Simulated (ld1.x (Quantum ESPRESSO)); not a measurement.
**u(r) = r·R(r): atom against pseudo-atom (neon (Ne))**

Columns: radius, all-electron u(r) and pseudo u(r) of the 2p shell (level -54.98 eV) of neon in the configuration [He] 2s2 2p4; PW91, non-relativistic, TM scheme, ld1.x (Quantum ESPRESSO) 7.5.

```csv
r (bohr),all-electron,pseudo
0.062,0.0942,0.0358
0.125,0.2868,0.1405
0.188,0.4931,0.2994
0.250,0.6736,0.4871
0.312,0.8191,0.6810
0.375,0.9291,0.8597
0.438,1.0034,1.0004
0.500,1.0458,1.0915
0.562,1.0628,1.1347
0.625,1.0594,1.1363
0.688,1.0398,1.1064
0.750,1.0087,1.0580
0.812,0.9694,1.0005
0.875,0.9235,0.9399
0.938,0.8740,0.8808
1.000,0.8233,0.8254
1.062,0.7720,0.7723
1.125,0.7201,0.7201
1.188,0.6693,0.6693
1.250,0.6209,0.6209
1.312,0.5744,0.5744
1.375,0.5295,0.5295
1.438,0.4870,0.4870
1.500,0.4476,0.4476
1.562,0.4108,0.4108
1.625,0.3759,0.3759
```

Question: How many radial nodes do the two functions have?

Answer: The all-electron 2p function has n − l − 1 = 0; the pseudo-wave has 0.

Question: At about which radius was the pseudo-wave matched?

Answer: 1.20 bohr. The columns agree to 0.0005 from 1.06 bohr on; several derivatives are matched, so the curves merge somewhat inside the radius.

Question: Is the pseudo-wave norm-conserving?

Answer: Yes: the TM scheme keeps the norm inside the radius equal to the all-electron one, which fixes the energy derivative of the logarithmic derivative at the level.
